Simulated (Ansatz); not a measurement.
Basis-set series for C₆H₁₃GeN, SMILES `C=CC[N]([GeH3])CC=C`. The species carries charge 0 and has multiplicity 1. All single points use the PBE0-D4/def2-TZVP geometry. It is one conformer, not always the lowest.

```tsv
functional	basis	functions	energy (Eh)	HOMO (eV)	LUMO (eV)
PBE0-D4	def2-SVP	195	-2367.07814	-6.14	0.38
PBE0-D4	def2-QZVPP	878	-2367.71516	-6.24	0.07
ωB97M-V	def2-SVP	195	-2367.40215	-8.40	2.57
ωB97M-V	def2-QZVPP	878	-2368.05399	-8.51	1.78
```

Task: Give the rows for def2-TZVPP. (Best estimate.)

Result: Ansatz gave: 
| functional | basis | functions | energy (Eh) | HOMO (eV) | LUMO (eV) |
| --- | --- | --- | --- | --- | --- |
| PBE0-D4 | def2-TZVPP | 447 | -2367.65389 | -6.22 | 0.16 |
| ωB97M-V | def2-TZVPP | 447 | -2367.99452 | -8.50 | 2.21 |

Positive LUMOs are unbound and depend on the basis. Scalar relativity is left out up to krypton.
